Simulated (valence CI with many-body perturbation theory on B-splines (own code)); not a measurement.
## Missing levels of Sn

Method: valence CI with perturbative core correlation (CI+MBPT): four valence electrons over a frozen Dirac-Fock core [Kr] 4d10, radial functions for each j: 11 s, 11 p, 9 d, 7 f, 5 g, 2 h, 1 i, with the one-electron correlation potential Σ1 (screened to all orders), the two-electron term Σ2, the three-electron term Σ3, Breit, model QED; selected single and double excitations, second order for the rest, scaled by the run's own slope (own B-spline code, finite nucleus).

Set against measurement, 31 paired levels are off by 50 cm⁻¹ on average, the worst by 287. These come from a selection out of the NIST Handbook of Basic Atomic Spectroscopic Data. Levels without a partner in it may be off by more. Among the levels kept, up to 400 cm⁻¹ of a level comes from second order outside the variational space, and about a tenth of that is noise between levels of different J, which matters for small intervals.

| Level | E (cm⁻¹) |
| --- | --- |
| 5s2 5p2 3P_0 | 0.0 |
| 5s2 5p2 3P_1 | 1695 |
| 5s2 5p2 3P_2 | 3430 |
| 5s2 5p2 1D_2 | 8573 |
| 5s2 5p2 1S_0 | 17076 |
| 5s2 5p 6s 3P°_0 | ? |
| 5s2 5p 6s 3P°_1 | 35008 |
| 5s2 5p 6s 3P°_2 | ? |
| 5s 5p3 5S°_2 | 39338 |
| 5s2 5p 6s 1P°_1 | 39351 |
| 5s2 5p 6p 3D_1 | ? |
| 5s2 5p 6p 3P_1 | 43359 |
| 5s2 5p 6p 3D_2 | 43419 |
| 5s2 5p 5d 1D°_2 | 43628 |
| 5s2 5p 6p 3P_0 | 43786 |
| 5s2 5p 5d 3D°_2 | ? |
| 5s2 5p 5d 3D°_1 | ? |
| 5s2 5p 5d 3F°_3 | 44525 |
| 5s2 5p 6p 1P_1 | 46593 |
| 5s2 5p 6p 3D_3 | ? |

Names give the largest LS component (configuration and term), which can be under half, so a name can repeat, a term be missing and a line seem to break the LS rules; names also repeat where a configuration has a term twice.

Problem. The levels stand in rising order. What does the calculation give for the missing energies?

Solution. 5s2 5p 6s 3P°_0 34740; 5s2 5p 6s 3P°_2 38729; 5s2 5p 6p 3D_1 42329; 5s2 5p 5d 3D°_2 44072; 5s2 5p 5d 3D°_1 44429; 5s2 5p 6p 3D_3 46996.
